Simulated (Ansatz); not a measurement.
Relaxation of Cl₃GaH₂O (7 atoms, charge 0, multiplicity 1), to a largest force component of 0.03 eV/Å in at most 50 steps.

Level of theory: Ansatz 0.2.0, RKS r2SCAN/def2-SVP.

```xyz
7
Properties=species:S:1:pos:R:3
Ga -0.039 -0.234 0.000
O -0.006 -0.297 1.787
H -0.898 -0.363 2.160
Cl 1.790 -0.423 -1.047
Cl -1.919 -0.147 -0.997
Cl 0.480 2.931 1.228
H 0.510 1.838 1.996
```

Where does it end, and by what steps?

The run converged. After 15 steps the energy has fallen by 1.411 eV; H7 moved furthest, 1.21 Å. Parted: Cl6–H7 (1.34 → 2.82 Å). Joined: Ga1–Cl6 (3.43 → 2.16 Å), O2–H7 (2.21 → 0.97 Å).

```tsv
step	energy less start (eV)	largest force component (eV/Å)	accepted
0	0.0000	1.029	yes
1	-0.0842	0.330	yes
2	-0.1634	0.453	yes
3	-0.1962	0.679	yes
4	-0.2285	0.395	yes
5	-0.2814	0.850	yes
6	-0.3370	2.441	yes
7	-0.6188	3.551	yes
8	-1.1093	2.013	yes
9	-1.2837	0.536	yes
10	-1.3541	0.594	yes
11	-1.3120	0.773	no
12	-1.3963	0.463	yes
13	-1.4086	0.163	yes
14	-1.4099	0.070	yes
15	-1.4109	0.006	yes
```

```xyz
7
Properties=species:S:1:pos:R:3
Ga 0.183 0.618 -0.089
O 0.025 0.002 1.886
H -0.877 -0.342 2.006
Cl 1.825 -0.492 -0.893
Cl -1.824 0.020 -0.621
Cl 0.491 2.701 0.397
H 0.095 0.797 2.442
```

Time of the run: 49 s on 4 threads of Arm Neoverse V1 (shared host), peak memory 0.21 GiB.
